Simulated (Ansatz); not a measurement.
Molecule: LuH, charge 0, multiplicity 1. SMILES: [LuH]
Geometry from a B3LYP-D3(BJ)/def2-TZVP (Ansatz, an electronic-structure program) optimisation:
```
Lu
H 1 1.9042
```

Property: vertical ionisation energy (to the doublet state of charge +1; each state is the SCF solution reached for its spin; for the singlet the Hartree-Fock reference is unstable and T1 is 0.015), in eV. Open shells are spin-unrestricted. Spin-orbit coupling is left out. Past Kr the def2 sets carry scalar-relativistic core potentials. 

```csv
level,program,vertical ionisation energy (eV)
SVWN5/def2-TZVP,Ansatz,6.84
PBE/def2-TZVP,Ansatz,6.65
r2SCAN/def2-TZVP,Ansatz,6.51
B3LYP/def2-TZVP,Ansatz,6.75
PBE0/def2-TZVP,Ansatz,6.60
BHLYP/def2-TZVP,Ansatz,6.57
CAM-B3LYP/def2-TZVP,Ansatz,6.72
wB97M-V/def2-TZVP,Ansatz,6.80
wB97X-V/def2-TZVP,Ansatz,6.63
```
